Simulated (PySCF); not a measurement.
**Radial density of Pt⁵⁹⁺ (platinum, charge +59)**

UHF, [Ar] 3d1, 2D determinant. Computed with PySCF 2.14 in an even-tempered Gaussian basis (16 s from 16 bohr⁻², ratio 2.5; 10 p from 20 bohr⁻², ratio 2.5; 7 d from 20 bohr⁻², ratio 2.5; 4 f from 71 bohr⁻², ratio 2.7; 3 g from 110 bohr⁻², ratio 2.7), with no relativity, point nucleus.

| r (bohr) | 4πr²ρ (e/bohr) | 4πr²(ρα − ρβ) |
| --- | --- | --- |
| 0.000332 | 0.4473 | 0.0000 |
| 0.000558 | 1.221 | 0.0000 |
| 0.000939 | 3.257 | 0.0000 |
| 0.00158 | 8.339 | 0.0000 |
| 0.00266 | 19.95 | -0.0001 |
| 0.00447 | 42.59 | -0.0002 |
| 0.00752 | 75.32 | -0.0002 |
| 0.0126 | 99.22 | 0.0009 |
| 0.0213 | 93.72 | 0.0210 |
| 0.0358 | 103.2 | 0.2446 |
| 0.0602 | 125.1 | 1.7333 |
| 0.101 | 61.55 | 5.8280 |
| 0.170 | 64.30 | 5.8173 |
| 0.286 | 13.77 | 0.7631 |
| 0.482 | 0.1345 | 0.0061 |

A non-relativistic calculation at this Z misses sizeable relativistic shifts. Spin-orbit coupling, absent here, splits the open shell strongly.
